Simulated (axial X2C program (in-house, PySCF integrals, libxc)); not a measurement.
The numbers below are computed, except where a source is named.
# AlSe⁻: input and output

Program: an in-house all-electron X2C program for linear molecules (integrals from PySCF).

Input:
```json
{"zs": [34, 13], "q": -1, "bas": ["dyall-acv3z", "dyall-av3z"], "levels": ["PBE0", "HF", "M06"], "cc": true, "r0": 2.2, "thr": -2.0, "nmax": 90, "npts": 10, "nst": 2, "ntry": 6}
```
```bash
python so2c.py task.json out
```

Keys: zs atomic numbers; q charge; bas basis sets; levels methods; cc coupled cluster on or off; r0 starting distance in Å; thr threshold in hartree for freezing inner shells (an s shell follows its p shell); nmax most natural virtual spinors; npts points on the curve; nst determinants followed; ntry starts of the search. HF also brings MP2.

Output of the HF step, 2c, at R = 2.238 Å for the state Ω = 0. It starts from PBE0 orbitals of this distance.

```
two-component X2C + atomic mean field  HF
basis functions 183  fitting functions 1002  grid points 5077
iter        total energy     max residual
   1      -2669.740632998     1.66e-01
   2      -2669.761919260     5.95e-03
   3      -2669.762713001     3.62e-03
   4      -2669.762878476     1.02e-03
   5      -2669.762922391     4.00e-04
   6      -2669.762931319     1.31e-04
   7      -2669.762932509     7.15e-05
   8      -2669.762932725     1.70e-05
   9      -2669.762932741     3.53e-06
  10      -2669.762932742     1.90e-06
converged
one-electron -3935.56190694  Coulomb 1267.45485279  exact exchange -105.24380530  xc functional 0.00000000  nuclear repulsion 104.51131690  atomic mean-field constant -0.92339020
correlated 10  virtual 248  natural virtual 90  E(MP2) -0.225792168  MP2 remainder -0.008899063
iter   CCSD correlation   residual
   1     -0.229155482   1.38e-01
   2     -0.236223452   5.70e-02
   3     -0.238099444   2.46e-02
   4     -0.238068919   7.36e-03
   5     -0.238108644   2.32e-03
   6     -0.238108069   9.21e-04
   7     -0.238108713   3.11e-04
   8     -0.238111937   1.10e-04
   9     -0.238110918   3.68e-05
  10     -0.238110979   1.46e-05
  11     -0.238110784   6.76e-06
  12     -0.238110787   3.76e-06
(T) -0.013746289  T1 0.0273  D1 0.0370  max T2 0.081
```
Energies are in hartree; totals compare only within one Hamiltonian and basis. T1 in the output is the amplitude norm over the root of the electron number; divide by √2 for the Lee–Taylor value.
